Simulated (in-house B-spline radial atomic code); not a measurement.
A fraction x of an electron is added to 3d in neutral titanium, starting from [Ar] 3d2 4s2 and keeping the highest spin. All numbers are computed (scalar-relativistic (X2C) HSE06, spin-polarised, spherical fractional occupations; Fermi nucleus of rms radius 3.5921 fm) with an all-electron radial atomic-structure program (B-spline basis), not measured.

Caution: exact exchange at fractional occupations of open shells leaves self-interaction of up to several eV.

| x | E(x) - E(0) (eV) | 3d up level (eV) |
| --- | --- | --- |
| 0 | 0.0000 | -4.636 |
| 0.1 | -0.4196 | -3.760 |
| 0.2 | -0.7534 | -2.926 |
| 0.3 | ? | ? |
| 0.4 | -1.1820 | -1.391 |
| 0.5 | ? | ? |
| 0.6 | -1.3232 | -0.058 |

Task: What belongs in the row x = 0.3?

Result: An energy change of -1.0061 eV; 3d up at -2.135 eV.

Task: What belongs in the row x = 0.5?

Result: An energy change of -1.2860 eV; 3d up at -0.697 eV.

Task: Check Janak's theorem between x = 0.1 and 0.2.

Result: The slope of the energy is -3.34 eV; the orbital levels give -3.34 eV (ε of the filling orbital, averaged over the two points).
